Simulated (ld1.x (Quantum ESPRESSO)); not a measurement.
## Scattering properties, RRKJ potential for silver (Ag)

ld1.x (Quantum ESPRESSO) 7.5 input, shortened:

```
&input
   title='Ag', zed=47., rel=2, dft='PBE', iswitch=3,
   config='[Kr] 4d10 5s0 5p0', rel_dist='average'
 /
 &inputp
   pseudotype=2, tm=.false., lloc=0,
   nlcc=.true.
 /
3
4P  2  1   6.00   0.00  1.10  1.10  0.0
4D  3  2  10.00   0.00  1.10  1.10  0.0
5S  1  0   0.00   0.00  2.60  2.60  0.0
 &test
   configts(1)='4p6 4d10 5s0 5p0'
 /
```

Open shells are filled in proportion to 2j + 1 (rel_dist='average').

The phase is arctan(r·u′/u) with u = r·R(r), unwrapped; energies in Ry, scanned from -7 to 5 Ry. A pole is an energy at which the radial function vanishes at the test radius. The pseudo phase is shifted by a multiple of π to meet the all-electron one at the reference energy, and phase errors are pseudo minus all-electron; the curves can meet again beyond the range given. Levels narrower than the energy grid can be missing from the lists of poles.

```csv
channel,radius (bohr),reference energy (Ry),"poles, all-electron","poles, pseudo",unbroken range about the reference energy with phases within 0.05 rad,phase error 1 Ry above the reference energy (rad)
s,2.84,-0.83,0.59,0.53,below 1.7,-0.006
p1/2,2.84,-5.17,"-5.16, 1.57","-5.16, 2.76",below -1.3,+0.001
p3/2,2.84,-4.79,"-4.78, 1.72","-4.78, 2.87",below -1.2,+0.001
d3/2,2.84,-1.17,"-1.04, 3.70","-1.04, 4.76",below 0.3,+0.019
d5/2,2.84,-1.13,"-0.99, 3.74","-0.99, 4.80",below 0.3,+0.020
```

Phases in the d3/2 channel:

```csv
E (Ry),all-electron,pseudo
-7.00,1.434,1.434
-6.48,1.428,1.428
-5.96,1.422,1.422
-5.44,1.414,1.414
-4.92,1.405,1.406
-4.40,1.395,1.395
-3.88,1.382,1.382
-3.36,1.365,1.366
-2.84,1.342,1.343
-2.32,1.306,1.308
-1.80,1.230,1.233
-1.28,0.123,0.134
-0.76,-1.756,-1.750
-0.24,-1.895,-1.878
0.28,-2.071,-2.020
0.80,-2.515,-2.310
1.32,-3.672,-3.115
1.84,-4.311,-4.040
2.36,-4.521,-4.383
2.88,-4.621,-4.526
3.40,-4.684,-4.604
3.92,-4.732,-4.655
4.44,-4.774,-4.693
4.96,-4.820,-4.723
```
